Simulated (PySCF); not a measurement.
# Ionisation energy of Ne⁺ by level of theory

Ne⁺ [He] 2s2 2p5 (2P) → Ne²⁺ [He] 2s2 2p4 (3P), as a difference of total energies. All numbers are calculated (PySCF 2.14, the spin-free X2C one-electron Hamiltonian (Gaussian nucleus), in x2c-TZVPPall (5s3p2d1f, 31 functions)). Correlated levels: valence and next inner shell: nothing frozen. The calculations carry no spin-orbit coupling.

```csv
method,ionisation energy (eV),error (eV)
UHF,39.266,-1.697
MP2 (valence and next inner shell),40.721,-0.242
SCS-MP2 (valence and next inner shell),40.701,-0.262
CCSD (valence and next inner shell),40.654,-0.309
CCSD(T) (valence and next inner shell),40.678,-0.285
CCSDT (valence and next inner shell),40.678,-0.285
```

Reference: 40.963 eV (measured; NIST Atomic Spectra Database, ionization energies).

Errors of the correlated levels include the incompleteness of this basis.
